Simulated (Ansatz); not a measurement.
System: C$_{2}$H$_{8}$Si$_{3}$, net charge 0, singlet state. SMILES: [SiH2]([SiH2]C#C)[SiH3]
Structure (B3LYP-D3(BJ)/def2-TZVP (Ansatz, a program for electronic structure) minimum search):
```xyz
13

C      1.3209     2.4505     1.1530
C      1.4700     1.4185     0.5468
Si     1.5991    -0.1700    -0.3454
Si    -0.3644    -1.3815     0.0718
Si    -2.2232    -0.0333    -0.3981
H      1.1973     3.3635     1.6849
H      1.7299     0.1073    -1.7951
H      2.8113    -0.8872     0.1139
H     -0.3893    -1.8045     1.4950
H     -0.3842    -2.6004    -0.7782
H     -3.4852    -0.7995    -0.2535
H     -2.1321     0.4717    -1.7898
H     -2.2545     1.1219     0.5288
```
Charge 0, spin multiplicity 1.

Computed values are from Ansatz. Cores are frozen in the correlated levels unless marked. UHF or UKS for open shells. No spin-orbit coupling. Non-relativistic. Basis-set limits of correlation are two-point, X^-3; Hartree-Fock from the larger set.

The atomisation energy De is 4385.4 kJ/mol at CCSD(T)/CBS(cc-pV(T+d)Z,cc-pV(Q+d)Z), the total energy is -948.0676 Eh at CCSD(T)/CBS(cc-pV(T+d)Z,cc-pV(Q+d)Z) and the dipole moment comes out as 0.43 D at CCSD(T)/aug-cc-pV(D+d)Z. The T1 diagnostic is 0.014 at CCSD/cc-pV(Q+d)Z.
